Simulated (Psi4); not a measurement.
Cl3OTa, triplet, at a GFN2-xTB geometry (such geometries of metal compounds can be far from the true shape) (the multiplicity is a formal guess) (core potentials on Ta), with bond 4-1 at 1.6 times its length; B3LYP/def2-SV(P) in Psi4.

Input for Psi4:
```
memory 2 GB

molecule mol {
0 3
Ta    0.310121    0.122858   -0.127814
O     1.498902    1.139606   -0.791893
Cl    1.248628   -1.335208    1.282528
Cl   -2.817989   -2.004947   -0.457866
Cl   -1.640743    1.478374   -0.026926
}

set {
  basis def2-sv(p)
  reference uks
  guess huckel
}

energy('b3lyp')
print_variables()
```

It wrote (shortened):

```
   => Loading Basis Set <=

    Name: DEF2-SV(P)
    Role: ORBITAL
    Keyword: BASIS

    !!!  WARNING: ECP capability is in beta. Please check occupations closely.  !!!

         ---------------------------------------------------------
                                   SCF
               by Justin Turney, Rob Parrish, Andy Simmonett
                          and Daniel G. A. Smith
                              UKS Reference
         ---------------------------------------------------------

  ==> Geometry <==

    Molecular point group: c1
    Full point group: C1

    Geometry (in Angstrom), charge = 0, multiplicity = 3:

       Center              X                  Y                   Z               Mass
    ------------   -----------------  -----------------  -----------------  -----------------
         TA           0.416674346325     0.204506432586    -0.101648522767   180.947995800000
         O            1.605455346325     1.221254432586    -0.765727522767    15.994914619570
         CL           1.355181346325    -1.253559567414     1.308693477233    34.968852682000
         CL          -2.711435653675    -1.923298567414    -0.431700522767    34.968852682000
         CL          -1.534189653675     1.560022432586    -0.000760522767    34.968852682000

  Running in c1 symmetry.

  Rotational constants: A =      0.05005  B =      0.02980  C =      0.02089 [cm^-1]
  Rotational constants: A =   1500.40483  B =    893.29587  C =    626.31409 [MHz]
  Nuclear repulsion =  334.067626896396234

  Charge       = 0
  Multiplicity = 3
  Electrons    = 72
  Nalpha       = 37
  Nbeta        = 35

  ==> Algorithm <==

  SCF Algorithm Type is DF.
  DIIS enabled.
  MOM disabled.
  Fractional occupation disabled.
  Guess Type is HUCKEL.
  Energy threshold   = 1.00e-06
  Density threshold  = 1.00e-06
  Integral threshold = 1.00e-12

  ==> Primary Basis <==

  Basis Set: DEF2-SV(P)
    Blend: DEF2-SV(P)
    Number of shells: 41
    Number of basis functions: 93
    Number of Cartesian functions: 99
    Spherical Harmonics?: true
    Max angular momentum: 2

  Core potential: DEF2-SV(P)
    Number of shells: 4
    Number of ECP primitives: 10
    Number of ECP core electrons: 60
    Max angular momentum: 3

  ==> DFT Potential <==

   => LibXC <=

    Version 7.1.2
    S. Lehtola, C. Steigemann, M. J. T. Oliveira, and M. A. L. Marques,  SoftwareX 7, 1–5 (2018) (10.1016/j.softx.2017.11.002)

   => Composite Functional: B3LYP <=

    B3LYP Hyb-GGA Exchange-Correlation Functional

    P. J. Stephens, F. J. Devlin, C. F. Chabalowski, and M. J. Frisch,  J. Phys. Chem. 98, 11623 (1994) (10.1021/j100096a001)

    Deriv               =              1
    GGA                 =           TRUE
    Meta                =          FALSE

    Exchange Hybrid     =           TRUE
    MP2 Hybrid          =          FALSE

   => Exchange Functionals <=

    0.0800   Slater exchange
    0.7200         Becke 88

   => Exact (HF) Exchange <=

    0.2000               HF

   => Correlation Functionals <=

    0.1900   Vosko, Wilk & Nusair (VWN5_RPA)
    0.8100   Lee, Yang & Parr

   => LibXC Density Thresholds  <==

    XC_HYB_GGA_XC_B3LYP:  1.00E-15

   => Molecular Quadrature <=

    Radial Scheme          =       TREUTLER
    Pruning Scheme         =           NONE
    Nuclear Scheme         =       TREUTLER

    Blocking Scheme        =         OCTREE
    BS radius alpha        =              1
    Pruning alpha          =              1
    Radial Points          =             75
    Spherical Points       =            302
    Total Points           =         108445
    Total Blocks           =            917
    Max Points             =            256
    Max Functions          =             82
    Weights Tolerance      =       1.00E-15

   => Loading Basis Set <=

    Name: (DEF2-SV(P) AUX)
    Role: JKFIT
    Keyword: DF_BASIS_SCF

  ==> Integral Setup <==

  SCF_SUBTYPE=INCORE selected. In-core MEM_DF algorithm will be used.
[...]
   @DF-UKS iter   4: -1511.60936647152926   -7.01295e+01   1.04072e-02 ADIIS/DIIS
   @DF-UKS iter   5: -1511.63266481204187   -2.32983e-02   1.26294e-02 ADIIS/DIIS
   @DF-UKS iter   6: -1512.37891100384650   -7.46246e-01   4.87769e-03 ADIIS/DIIS
   @DF-UKS iter   7: -1512.44423932317068   -6.53283e-02   3.25710e-03 ADIIS/DIIS
   @DF-UKS iter   8: -1512.48528278318486   -4.10435e-02   9.93438e-04 ADIIS/DIIS
   @DF-UKS iter   9: -1512.48894338778518   -3.66060e-03   6.61938e-04 ADIIS/DIIS
   @DF-UKS iter  10: -1512.49160746754092   -2.66408e-03   3.02272e-04 ADIIS/DIIS
   @DF-UKS iter  11: -1512.49230008699919   -6.92619e-04   4.87306e-05 DIIS
   @DF-UKS iter  12: -1512.49234979483322   -4.97078e-05   2.60022e-05 DIIS
   @DF-UKS iter  13: -1512.49237441695755   -2.46221e-05   1.32946e-05 DIIS
   @DF-UKS iter  14: -1512.49239078142000   -1.63645e-05   1.11663e-05 DIIS
   @DF-UKS iter  15: -1512.49240740714890   -1.66257e-05   9.82434e-06 DIIS
   @DF-UKS iter  16: -1512.49243151111477   -2.41040e-05   6.54562e-06 DIIS
   @DF-UKS iter  17: -1512.49244778508705   -1.62740e-05   4.40083e-06 DIIS
   @DF-UKS iter  18: -1512.49245109562094   -3.31053e-06   1.90353e-06 DIIS
   @DF-UKS iter  19: -1512.49245201048211   -9.14861e-07   6.20255e-07 DIIS
  Energy and wave function converged.

  ==> Post-Iterations <==

   Electrons on quadrature grid:
      Nalpha   =   36.9999964251 ; deviation = -3.575e-06
      Nbeta    =   34.9999921935 ; deviation = -7.806e-06
      Ntotal   =   71.9999886186 ; deviation = -1.138e-05

   @Spin Contamination Metric:   5.153060223E-03
   @S^2 Expected:                2.000000000E+00
   @S^2 Observed:                2.005153060E+00
   @S   Expected:                1.000000000E+00
   @S   Observed:                1.000000000E+00

    Orbital Energies [Eh]
    ---------------------

    Alpha Occupied:

[...]
      37A     -0.247125

    Alpha Virtual:

[...]
    Beta Occupied:

[...]
    Beta Virtual:

[...]
      93A    641.309943

    Final Occupation by Irrep:
              A
    DOCC [    35 ]
    SOCC [     2 ]
    NA   [    37 ]
    NB   [    35 ]

  @DF-UKS Final Energy: -1512.49245201048211

   => Energetics <=

    Nuclear Repulsion Energy =            334.0676268963962343
    One-Electron Energy =               -2770.0609000042913976
    Two-Electron Energy =                1004.2077630350148638
    DFT Exchange-Correlation Energy =     -80.7069419376018260
    Empirical Dispersion Energy =           0.0000000000000000
    VV10 Nonlocal Energy =                  0.0000000000000000
    Total Energy =                      -1512.4924520104821113

  UHF NO Occupations:
  HONO-2 :   35  A 1.9990956
  HONO-1 :   36  A 1.0000000
  HONO-0 :   37  A 1.0000000
  LUNO+0 :   38  A 0.0009044
  LUNO+1 :   39  A 0.0007918
  LUNO+2 :   40  A 0.0002710
  LUNO+3 :   41  A 0.0002115

Computation Completed

Properties will be evaluated at   0.000000,   0.000000,   0.000000 [a0]

Properties computed using the SCF density matrix

 Multipole Moments:

 ------------------------------------------------------------------------------------
     Multipole            Electronic (a.u.)      Nuclear  (a.u.)        Total (a.u.)
 ------------------------------------------------------------------------------------

 L = 1.  Multiply by 2.5417464519 to convert [e a0] to [Debye]
 Dipole X            :         57.8204766          -58.3493345           -0.5288578
 Dipole Y            :         27.5510146          -28.4547172           -0.9037026
 Dipole Z            :        -14.0586208           14.0760037            0.0173828
 Magnitude           :                                                    1.0472207

 ------------------------------------------------------------------------------------

  Variable Map:
  ----------------------------------------------------------------------------
[...]
  Array Variable Map:
  ----------------------------------------------------------------------------
[...]
[...]
```
